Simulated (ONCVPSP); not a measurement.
**Configuration tests for Hg (ONCV)**

ONCVPSP 4.0.1 input, shortened (lines: element, Z, core and valence counts, functional; n l f; lmax; l rc ep ncon nbas qcut; lloc lpopt rc5 dvloc0; l nproj debl; icmod fcfact rcfact), PBEsol, scalar-relativistic:

```
  Hg 80.00   10    4  -116133      upf
    1    0    2.00
    2    0    2.00
    2    1    6.00
    3    0    2.00
    3    1    6.00
    3    2   10.00
    4    0    2.00
    4    1    6.00
    4    2   10.00
    4    3   14.00
    5    0    2.00
    5    1    6.00
    5    2   10.00
    6    0    2.00
    3
    0    1.40    0.00    4    9    6.70
    1    1.70    0.00    4    8    7.40
    2    1.95    0.00    3    7    8.60
    3    1.90    0.40    5    9    6.50
    4    5    1.25    3.00
    0    2    2.40
    1    2    0.50
    2    2    1.90
    3    2    1.70
    1    0.55    0.00
```

In the p channel the program set the typed energies aside and used -2.445, 0.250 Ha.

Energies are relative to the spin-unpolarised reference configuration 5s2 5p6 5d10 6s2; without spin polarisation the order of configurations can differ from experiment.

```csv
valence configuration,charge,ΔE all-electron (eV),error AE − PS (meV)
5s2 5p6 5d10 6s1,+1,10.741,-5.4
5s2 5p6 5d9 6s0,+3,65.300,-28
5s2 5p6 5d8 6s0,+4,115.084,-43
```

Question: What are ΔE and the potential's error for 5s2 5p6 5d10 6s0?

Answer: ΔE = 29.746 eV all-electron; the error (AE − PS) is -21 meV.

Levels in the configuration 5s2 5p6 5d9 6s0:

```
level  all-electron (eV)  pseudo (eV)
   5s           -152.494     -152.606
   5p           -100.573     -100.620
   5d            -42.506      -42.505
```
